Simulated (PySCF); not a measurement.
GeH₃O₃, SMILES [OH][Ge]([OH])[OH] (connectivity only; charge and spin as stated), charge +1, multiplicity 1.

The structure is a stationary point at PBE0-D3(BJ)/def2-SVP. The multiplicity is an assumed one; other spin states were not compared. The isomer is the one that the SMILES or the coordinates give; other isomers of the formula were not compared. Other conformers were not sampled.

The numbers are results of PBE0-D3(BJ)/def2-SVP in PySCF 2.14.0, not measurements.

Frequencies are harmonic and unscaled.

| mode | ν (cm⁻¹) | IR (km/mol) | moving atoms (share of kinetic energy) |
|---|---|---|---|
| 1 | 210 | 46.5 | O 59 %, Ge 40 % |
| 2 | 220 | 25.9 | O 70 %, H 15 %, Ge 15 % |
| 3 | 227 | 2.7 | O 72 %, Ge 15 %, H 13 % |
| 4 | 290 | 3.3 | H 91 %, O 9 % |
| 5 | 371 | 110.9 | H 88 %, O 12 % |
| 6 | 420 | 291.0 | H 97 % |
| 7 | 749 | 3.5 | O 92 % |
| 8 | 779 | 264.9 | H 67 %, O 29 % |
| 9 | 819 | 140.8 | O 54 %, H 40 % |
| 10 | 899 | 10.5 | O 52 %, H 25 %, Ge 22 % |
| 11 | 909 | 97.9 | H 87 %, O 12 % |
| 12 | 935 | 23.4 | H 47 %, O 33 %, Ge 20 % |
| 13 | 3803 | 462.9 | H 94 % |
| 14 | 3814 | 172.4 | H 94 % |
| 15 | 3830 | 356.4 | H 94 % |
